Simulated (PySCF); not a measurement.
# Computed structure and properties of [Sm(H2O)2]3+

System: [Sm(H2O)2]3+ (singlet in the valence; each metal's 4f electrons, 5 of them, lie in its core potential, out of spins and levels); start: displaced along the imaginary mode (C1). Method: PySCF 2.14.0, RKS PBE0, Sm lcecp-1-SVP with ECP51, O def2-SVP, H def2-SVP; non-relativistic Hamiltonian with scalar-relativistic core potentials where named; density fitting; no spin-orbit coupling.

Input of the relaxation:

```python
mol = gto.M(atom='''
Sm    -0.02581     0.03614     0.00000
O      0.10489    -0.14685     2.30758
H      0.69216     0.34315     2.94310
H     -0.39750    -0.74652     2.92137
O      0.10479    -0.14678    -2.30758
H      0.67866    -0.73688    -2.86708
H     -0.41101     0.35279    -2.99739''',
    basis={'Sm': 'lcecp-1-SVP', 'O': 'def2-SVP', 'H': 'def2-SVP'},
    ecp={'Sm': 'lcecp-1-SVP'},
    charge=3, spin=0)
mf = dft.RKS(mol, xc='PBE0')
mf.grids.atom_grid = (50, 194)  # f atoms: unpruned, at least (60, 302)
mf = mf.density_fit()  # fitting sets: Sm AutoAux, O def2-universal-JKFIT, H def2-universal-JKFIT
mf.conv_tol = 1e-08; mf.max_cycle = 55
mf.kernel(dm0)  # dm0: converged density of the start geometry
# quasi-Newton relaxation in Cartesian coordinates to a largest gradient under 0.00045 Eh/bohr, steps kept in the point group
```

Run from Python with OMP_NUM_THREADS=2; the lines above give its settings. Where DIIS fails, smearing, a level shift and second-order steps follow.
It took 73 s on 2 threads of Intel(R) Xeon(R) Platinum 8488C (Sapphire Rapids), on a shared host, from the converged density of the start.

Course of the relaxation:

```json
{"step": "0", "energy above end (eV)": "0.2038", "largest force component within the symmetry (eV/Å)": "0.121"}
{"step": "1", "energy above end (eV)": "0.2007", "largest force component within the symmetry (eV/Å)": "0.062"}
{"step": "2", "energy above end (eV)": "0.1984", "largest force component within the symmetry (eV/Å)": "0.193"}
{"step": "3", "energy above end (eV)": "0.1943", "largest force component within the symmetry (eV/Å)": "0.162"}
{"step": "4", "energy above end (eV)": "0.1892", "largest force component within the symmetry (eV/Å)": "0.143"}
{"step": "5", "energy above end (eV)": "0.1817", "largest force component within the symmetry (eV/Å)": "0.169"}
{"step": "6", "energy above end (eV)": "0.1707", "largest force component within the symmetry (eV/Å)": "0.201"}
{"step": "7", "energy above end (eV)": "0.1533", "largest force component within the symmetry (eV/Å)": "0.260"}
{"step": "20", "energy above end (eV)": "0.0008", "largest force component within the symmetry (eV/Å)": "0.088"}
{"step": "21", "energy above end (eV)": "0.0005", "largest force component within the symmetry (eV/Å)": "0.068"}
{"step": "22", "energy above end (eV)": "0.0003", "largest force component within the symmetry (eV/Å)": "0.030"}
{"step": "23", "energy above end (eV)": "0.0001", "largest force component within the symmetry (eV/Å)": "0.033"}
{"step": "24", "energy above end (eV)": "0.0000", "largest force component within the symmetry (eV/Å)": "0.019"}
{"step": "25", "energy above end (eV)": "0.0000", "largest force component within the symmetry (eV/Å)": "0.015"}
```
(The steps between are left out.)

Relaxed geometry (C1):

```xyz
7

Sm   -0.7125    0.9225    0.0230
O     0.1339   -0.1615    1.8301
H     0.8670    0.1270    2.4354
H    -0.1620   -1.0162    2.2395
O     0.0643   -0.1184   -1.8356
H     0.6822   -0.8918   -1.9053
H    -0.1267    0.0935   -2.7872
```

```tsv
contact	Å
Sm1–O2 (H2O)	2.271
Sm1–O5 (H2O)	2.267
```

On the finer grid (75, 302):

```
HOMO                                                          : -26.37 eV
LUMO                                                          : -18.52 eV
Dipole about the centre of mass                               : 3.01 D
Set of Mulliken populations of Sm1 outside the core potential : s 2.08, p 6.09, d 0.53, f 0.04
D3(BJ) dispersion energy (not in the energies)                : -0.081 eV
```

| atom | Mulliken (e) | Löwdin (e) | spin (e) |
| --- | --- | --- | --- |
| Sm1 | 2.25 | 2.05 | 0.00 |
| O2 | -0.33 | 0.03 | 0.00 |
| H3 | 0.35 | 0.22 | 0.00 |
| H4 | 0.35 | 0.22 | 0.00 |
| O5 | -0.32 | 0.03 | 0.00 |
| H6 | 0.35 | 0.22 | 0.00 |
| H7 | 0.35 | 0.22 | 0.00 |

The 4f levels lie in the core potential and are missing. Their spin isn't counted.

On the grid (50, 194), as all that follows. Harmonic modes: 1 unstable but soft, so probably a saddle point, though modes this soft are near the noise (counted below −25 cm⁻¹); lowest -41 cm⁻¹ (negative: unstable), highest 3540 cm⁻¹, zero-point energy 1.316 eV.

Taking off one H2O (charge 0, singlet; the rest: singlet) in vacuum, both parts rigid, costs 4.21 eV; the small basis without counterpoise inflates it. Parting with an electron moved from the ligand to the metal can be far cheaper, even downhill.

Rigid scan of H2O along the line from its metal:

```csv
distance to O2 (Å),energy (eV)
1.97,0.764
2.07,0.291
2.17,0.063
2.27,0.000
2.37,0.047
2.47,0.164
2.67,0.508
```

One start shape was tried, so this needn't be the lowest isomer.

An lcecp potential fixes the number of 4f electrons, so in runs with it no electron can move into or out of that shell.
